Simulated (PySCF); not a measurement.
Ionisation energy of Br⁺ by level of theory

Br⁺ [Ar] 3d10 4s2 4p4 (3P) → Br²⁺ [Ar] 3d10 4s2 4p3 (4S), as a difference of total energies. All numbers are calculated (PySCF 2.14, scalar relativity through the core potential, in aug-cc-pV5Z-PP with ECP10MDF (8s7p6d4f3g2h, 136 functions)). Correlated levels: valence: 3s2 3p6 3d10 frozen. The calculations carry no spin-orbit coupling.

```csv
method,ionisation energy (eV),error (eV)
UHF,20.231,-1.178
LDA,21.578,+0.169
PBE,21.310,-0.099
PBE0,21.333,-0.076
r2SCAN,21.414,+0.005
BHandHLYP,21.362,-0.047
M06-2X,21.169,-0.240
B97-3,21.328,-0.081
MP2 (valence),21.103,-0.306
SCS-MP2 (valence),21.208,-0.201
```

Reference: 21.409 eV (measured; NIST levels, between the centres of gravity of the two terms).
